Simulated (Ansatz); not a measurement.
Rh₅⁻. Total charge -1; singlet. Geometry B3LYP-D4/def2-SVPD.

Cartesian coordinates in Å:
```
Rh 0.115 -1.394 -0.036
Rh 1.954 0.185 -0.868
Rh 0.432 0.709 1.126
Rh -0.547 0.685 -1.091
Rh -1.954 -0.185 0.868
```

In the def2 sets Rh takes a core potential; there is no spin–orbit coupling. LC-ωPBE has ω = 0.4 bohr⁻¹. The restricted singlet is unstable towards broken spin symmetry in Hartree–Fock (as tested in another run); at r2SCAN-D4/def2-TZVPD, B97M-V/def2-TZVPD, r2SCANh-D4/def2-TZVPD, PBE0-D4/def2-TZVPD and others this wasn't settled. At r2SCAN-D4/def2-TZVPD, B97M-V/def2-TZVPD, r2SCANh-D4/def2-TZVPD, PBE0-D4/def2-TZVPD the highest occupied level of the charge -1 singlet lies above zero (up to 0.83 eV). The electron is either unbound and held by the finite basis, or the level is raised by self-interaction error. No other spin state of charge -1 was run. Another isomer (singlet) lies 0.19 eV lower at PBE0-D4/def2-TZVPD; other spin states weren't run for this one.

Task: Estimate the orbital energies around the gap (eV) in Ansatz with r2SCAN-D4/def2-TZVPD, B97M-V/def2-TZVPD, r2SCANh-D4/def2-TZVPD, PBE0-D4/def2-TZVPD, LC-ωPBE/def2-TZVPD.

Result: 
| orbital | r2SCAN-D4/def2-TZVPD | B97M-V/def2-TZVPD | r2SCANh-D4/def2-TZVPD | PBE0-D4/def2-TZVPD | LC-ωPBE/def2-TZVPD |
| --- | --- | --- | --- | --- | --- |
| HOMO−13 | -1.54 | -1.53 | -1.80 | -2.15 | -3.97 |
| HOMO−12 | -0.54 | -0.66 | -0.83 | -1.27 | -3.35 |
| HOMO−11 | -0.54 | -0.66 | -0.83 | -1.27 | -3.35 |
| HOMO−10 | -0.17 | -0.40 | -0.56 | -1.09 | -3.31 |
| HOMO−9 | -0.17 | -0.40 | -0.56 | -1.09 | -3.31 |
| HOMO−8 | -0.06 | -0.14 | -0.28 | -0.78 | -3.06 |
| HOMO−7 | 0.10 | -0.06 | -0.22 | -0.68 | -2.78 |
| HOMO−6 | 0.14 | -0.02 | -0.22 | -0.68 | -2.77 |
| HOMO−5 | 0.14 | -0.02 | -0.19 | -0.65 | -2.60 |
| HOMO−4 | 0.24 | 0.14 | -0.10 | -0.39 | -2.39 |
| HOMO−3 | 0.44 | 0.37 | 0.18 | -0.21 | -2.24 |
| HOMO−2 | 0.44 | 0.37 | 0.18 | -0.21 | -2.24 |
| HOMO−1 | 0.83 | 0.61 | 0.52 | 0.14 | -1.57 |
| HOMO | 0.83 | 0.61 | 0.52 | 0.14 | -1.57 |
| LUMO | 0.95 | 0.70 | 1.26 | 1.61 | 3.42 |
| LUMO+1 | 1.09 | 1.08 | 1.58 | 2.03 | 3.68 |
| LUMO+2 | 1.33 | 1.08 | 1.69 | 2.03 | 3.69 |
| LUMO+3 | 1.33 | 1.11 | 1.69 | 2.18 | 4.40 |
| LUMO+4 | 1.52 | 1.45 | 1.89 | 2.38 | 4.65 |
| LUMO+5 | 1.52 | 1.45 | 1.89 | 2.38 | 4.65 |
